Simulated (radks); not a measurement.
The numbers below are computed, except where a source is named.
Species: Pb+. Configuration: [Hg] 6p1.

Level of theory: Dirac Kohn-Sham, PBE, spin-unpolarised, spherical densities, finite nucleus; open shells fill j = l - 1/2 first; Fermi nuclear charge, rms radius 5.5012 fm (a radial shooting solver on a logarithmic mesh with Libxc functionals).

Energy parts (hartree):
total: -20922.4384
kinetic: 24328.6141
electron-nucleus: -52912.4621
Hartree: 8051.3704
exchange-correlation: -389.9608

Orbitals (lengths in bohr, moments of r in powers of bohr; r(90%) holds 90 % of the orbital's charge):
\begin{tabular}{lrrrrr}
orbital & occ. & eigenvalue (hartree) & <1/r> & r(90%) & <r^4> \\ \hline
1s1/2 & 2 & -3231.166 & 101.2 & 0.0294 & 3.540e-07 \\
2s1/2 & 2 & -577.6879 & 25.04 & 0.105 & 0.00005073 \\
2p1/2 & 2 & -555.0308 & 25.01 & 0.0918 & 0.00002987 \\
2p3/2 & 4 & -474.5768 & 19.97 & 0.104 & 0.00004820 \\
3s1/2 & 2 & -138.8596 & 9.185 & 0.256 & 0.001831 \\
3p1/2 & 2 & -128.5763 & 9.099 & 0.248 & 0.001585 \\
3p3/2 & 4 & -110.6261 & 7.780 & 0.270 & 0.002253 \\
3d3/2 & 4 & -93.62990 & 7.680 & 0.244 & 0.001477 \\
3d5/2 & 6 & -89.80953 & 7.387 & 0.251 & 0.001640 \\
4s1/2 & 2 & -31.63816 & 3.901 & 0.551 & 0.04011 \\
4p1/2 & 2 & -27.17624 & 3.792 & 0.559 & 0.04229 \\
4p3/2 & 4 & -22.78258 & 3.336 & 0.608 & 0.05919 \\
4d3/2 & 4 & -15.49195 & 3.139 & 0.633 & 0.06835 \\
4d5/2 & 6 & -14.67178 & 3.036 & 0.648 & 0.07553 \\
5s1/2 & 2 & -5.54150 & 1.619 & 1.22 & 0.9648 \\
4f5/2 & 6 & -5.23526 & 2.696 & 0.716 & 0.1160 \\
4f7/2 & 8 & -5.05037 & 2.656 & 0.726 & 0.1227 \\
5p1/2 & 2 & -4.01823 & 1.496 & 1.32 & 1.311 \\
5p3/2 & 4 & -3.19764 & 1.328 & 1.45 & 1.941 \\
5d3/2 & 4 & -1.09801 & 1.033 & 1.93 & 6.166 \\
5d5/2 & 6 & -1.00289 & 0.9929 & 2.01 & 7.244 \\
6s1/2 & 2 & -0.69197 & 0.5690 & 3.29 & 50.71 \\
6p1/2 & 1 & -0.40196 & 0.4555 & 4.16 & 127.2 \\
6p3/2 & 0 & -0.33520 & 0.3999 & 4.68 & 202.9 \\
\end{tabular}

The highest occupied level is 6p1/2 at -10.938 eV. The density falls to 0.001 e/bohr^3 at r = 4.15 bohr.
